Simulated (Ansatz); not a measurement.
Reaction (isomerisation): `[SiH3]NC[SiH2]Cl` → `CN[SiH]([SiH3])Cl`

Isolated molecules relaxed with PBE0-D4/def2-TZVP in Ansatz; ΔE leaves out vibrations. CCSD(T)/CBS adds triple-zeta CCSD(T) − MP2 to the extrapolated MP2 energy (def2 sets, frozen cores). DFT in def2-TZVPP. B3LYP here is the variant with VWN-RPA as its local correlation; programs differ in this. HSE06 is defined as in plane-wave codes. One conformer a species, not always the lowest.

`[SiH3]NC[SiH2]Cl`:

Z-matrix (Å, degrees):
```
Si
N 1 1.721
H 1 1.494 2 114.4
H 1 1.487 2 108.4 3 119.4
H 1 1.485 2 107.2 3 -120.7
C 2 1.456 1 123.3 3 -65.3
H 2 1.008 1 118.3 3 89.4
Si 6 1.875 2 106.6 1 -138.7
H 6 1.095 2 109.4 1 -21.9
H 6 1.097 2 113.8 1 96.7
Cl 8 2.062 6 111.3 2 -172.9
H 8 1.485 6 109.1 2 -53.9
H 8 1.481 6 110.4 2 67.0
```

`CN[SiH]([SiH3])Cl`:

Cartesian coordinates in Å:
```
C 0.447 1.719 -0.671
N -0.021 1.214 0.604
Si 0.085 -0.409 1.104
Si -0.760 -1.862 -0.523
Cl 2.034 -1.068 1.453
H 1.489 2.057 -0.642
H 0.381 0.932 -1.425
H -0.176 2.550 -1.013
H -0.052 1.917 1.327
H -0.609 -0.494 2.412
H -0.670 -3.259 -0.022
H -2.181 -1.543 -0.827
H 0.033 -1.752 -1.777
```

```csv
level,ΔE (kJ/mol),difference from CCSD(T)/CBS
LDA (SPW92),-36.0,-10.0
PBE-D4,-38.9,-12.9
revPBE-D4,-37.2,-11.2
BLYP-D4,-30.7,-4.7
r2SCAN-D4,-31.4,-5.4
PBE0-D4,-35.6,-9.6
B3LYP-D4,-28.9,-2.9
r2SCANh-D4,-30.7,-4.7
r2SCAN0-D4,-29.7,-3.7
HSE06-D4,-35.6,-9.6
BHLYP-D4,-25.8,0.2
ωB97X-V,-27.0,-1.0
ωB97M-V,-21.8,4.2
PBE-QIDH,-27.4,-1.4
PBE,-36.8,-10.8
revPBE,-36.6,-10.6
BLYP,-27.3,-1.3
r2SCAN,-30.8,-4.8
PBE0,-33.6,-7.6
B3LYP,-25.6,0.4
r2SCANh,-30.1,-4.1
r2SCAN0,-29.0,-3.0
HSE06,-33.6,-7.6
BHLYP,-21.5,4.5
CAM-B3LYP,-22.1,3.9
LC-ωPBE,-28.1,-2.1
RPA@PBE/def2-TZVPP,-22.2,3.8
HF/def2-SVP,-17.7,8.3
CCSD/def2-SVP,-23.3,2.7
CCSD(T)/def2-SVP,-24.1,1.9
MP2/def2-TZVPP,-19.7,6.3
SCS-MP2/def2-TZVPP,-18.1,7.9
CCSD/def2-TZVPP,-23.4,2.6
CCSD(T)/def2-TZVPP,-24.9,1.1
HF/def2-QZVPP,-15.5,10.5
MP2/def2-QZVPP,-20.1,5.9
SCS-MP2/def2-QZVPP,-18.5,7.5
HF/CBS(def2),-15.4,10.6
MP2/CBS(def2),-20.8,5.2
CCSD/CBS(def2),-24.5,1.5
CCSD(T)/CBS,-26.0,0
```

Largest T1 diagnostic among the species: 0.011.

The D4 term adds −3.4 kJ/mol with B3LYP and −2.0 kJ/mol with PBE0; it sums over pairs of atoms, weighted by their polarisabilities, and B3LYP, whose exchange is more repulsive, gets the larger term. From PBE to PBE0 (25 % exact exchange), in def2-TZVPP and without D4, ΔE moves by +3.2 kJ/mol.

CCSD(T)/CBS has its own doubt, a few kJ/mol and more with outer-core shells, so smaller differences from it don't rank the levels.
